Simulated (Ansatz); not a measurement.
## AuO (charge +1): shapes and states compared

Program: Ansatz, Gaussian basis, development build. Basis cc-pwCVTZ-PP on Au, cc-pVTZ on O, scalar-relativistic core potentials (60 electrons on Au), no spin–orbit coupling, 1 orbital frozen in the corrections; active space CAS(14,9), shells under the valence barred from it. Restricted Hartree–Fock, then the lowest state-specific CASSCF solution met for each case. On stretched bonds single-reference methods can fail or change state. Unlike active orbitals can shift such differences by tenths of an eV, at times by over 1 eV.

Case A, singlet: bond length 1.8490 Å.

Case B, triplet: the shape of A.

Energy less that of case A, in eV:

```
case  RHF/ROHF
   B    -2.874
```

What does SC-NEVPT2 give for these differences?

B: -1.257 eV (-29.0 kcal/mol).

Which case is lowest, and do the methods agree?

B is lowest in SC-NEVPT2. Of the methods shown, RHF/ROHF agrees.
